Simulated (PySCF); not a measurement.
Simulated characterisation data

- GFN2-xTB structure
- NMR shieldings at PBE0/pcSseg-1/GIAO
- code: PySCF
- non-relativistic, one conformer, rapidly exchanging positions averaged, no solvent model

Chemical shifts δ = σref − σ; ¹H and ¹³C vs TMS, all at this level. Splittings of carbon signals by F and P are missing where no couplings were computed. Where no couplings were computed, multiplicities follow the n + 1 count of equivalent neighbours, and m marks all less simple cases (inequivalent or close neighbours, rings, F or P nearby). Shifts are as computed. Against solution values, carbons near 30 ppm lie about +3 ppm off and those near 130 ppm about +5 ppm. Of 1211 compounds with measured shifts, 218 miss one by over three times the rms of a fit or turn the order of signals round; such compounds aren't used in these exercises.

Compound 1 (C₇H₅FO₃). ¹H NMR (400 MHz, computed): δ 7.93 (m, 1H), 7.67 (m, 1H), 2.64 (s, 3H). ¹³C{¹H} NMR (computed): δ 191.2, 162.4, 156.7, 146.0, 134.6, 124.5, 29.3. Structure: SMILES CC(=O)c1ccc(C(=O)F)o1.

Compound 2 (C₇H₁₁F). ¹H NMR (400 MHz, computed): δ 5.54 (m, 1H), 2.22 (m, 1H), 2.06 (m, 1H), 1.60 (m, 1H), 1.28 (m, 1H), 1.06 (d, 3H), 1.04 (m, 1H), 0.64 (m, 1H), 0.42 (m, 1H). ¹³C{¹H} NMR (computed): δ 99.7, 38.5, 36.4, 26.7, 25.5, 20.1, 4.9. Structure: `C[C@@H]1C[C@H](F)[C@@H]2C[C@@H]21`.
